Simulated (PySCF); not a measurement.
**Correlation energy of Sm (samarium, neutral)**

[Xe] 4f6 6s1 6p1, one real determinant (an excited configuration). Computed with PySCF 2.14 in ANO-RCC-VTZP (8s7p5d3f2g1h, 104 functions), with the spin-free X2C one-electron Hamiltonian (Gaussian nucleus). Frozen: [Ar] 3d10; 34 electrons correlated.

MP2 pair energies summed by pair of shells (mhartree):

```tsv
pair	energy	share (%)
4d-4f	-182.80	17.5
4f-5p	-152.19	14.6
4d-4d	-136.84	13.1
5p-5p	-124.75	12.0
4f-4f	-99.05	9.5
4d-5p	-87.32	8.4
4p-4d	-47.37	4.5
5s-5p	-35.10	3.4
4f-5s	-32.70	3.1
4p-4f	-31.84	3.1
4d-5s	-26.27	2.5
4p-4p	-14.00	1.3
5p-6s	-12.48	1.2
4p-5p	-8.71	0.8
4s-4d	-8.05	0.8
5p-6p	-6.53	0.6
5s-5s	-6.11	0.6
4s-4f	-5.76	0.6
4s-4p	-5.46	0.5
4f-6s	-4.48	0.4
4p-5s	-4.22	0.4
4f-6p	-2.43	0.2
4d-6s	-1.79	0.2
6s-6p	-1.17	0.1
4s-4s	-1.09	0.1
4d-6p	-1.07	0.1
4s-5p	-0.97	0.1
5s-6s	-0.77	0.1
5s-6p	-0.48	0.0
4s-5s	-0.38	0.0
```

Total MP2 correlation energy: -1042.4 mhartree.

Same-spin part -430.88 and opposite-spin part -611.54 mhartree; SCS-MP2 scales them by 1/3 and 6/5 to -877.47 mhartree.

The basis was made for the ground configuration and has no added diffuse functions, which can raise the energy of the promoted electron.

The reference is one real determinant that mixes LS terms of this configuration.
